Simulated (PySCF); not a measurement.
**How methods differ on the ionisation energy of Co¹⁰⁺**

Co¹⁰⁺ [Ne] 3s2 3p5 (2P) → Co¹¹⁺ [Ne] 3s2 3p4 (3P), as a difference of total energies. Calculation: PySCF 2.14, in an uncontracted even-tempered set (19 s from 0.49 bohr⁻², ratio 2.5; 12 p from 0.64 bohr⁻², ratio 2.5; 5 d from 5 bohr⁻², ratio 2.7; 4 f from 7.4 bohr⁻², ratio 2.7); scalar relativity by spin-free X2C-1e. Correlated levels: outer shells: 1s2 frozen; virtual orbitals above 40 to 60 times the deepest correlated orbital energy dropped. The calculations carry no spin-orbit coupling.

```json
{"method": "UHF", "ionisation energy (eV)": "303.83"}
{"method": "LDA", "ionisation energy (eV)": "305.68"}
{"method": "PBE", "ionisation energy (eV)": "305.46"}
{"method": "PBE0", "ionisation energy (eV)": "305.49"}
{"method": "r2SCAN", "ionisation energy (eV)": "305.66"}
{"method": "PBEsol", "ionisation energy (eV)": "305.33"}
{"method": "MN15", "ionisation energy (eV)": "306.97"}
{"method": "MP2 (outer shells)", "ionisation energy (eV)": "304.76"}
{"method": "SCS-MP2 (outer shells)", "ionisation energy (eV)": "304.71"}
```

**Question.** How much does correlation contribute at MP2 (outer shells)?

**Answer.** 304.76 − (303.83) = 0.93 eV, measured against UHF.

A first-order spin-orbit estimate (lowest level to lowest level, LS coupling) adds -0.035 eV.

For comparison: 305.32 ± 0.23 eV (semi-empirical (NIST evaluation); NIST Atomic Spectra Database, ionization energies).
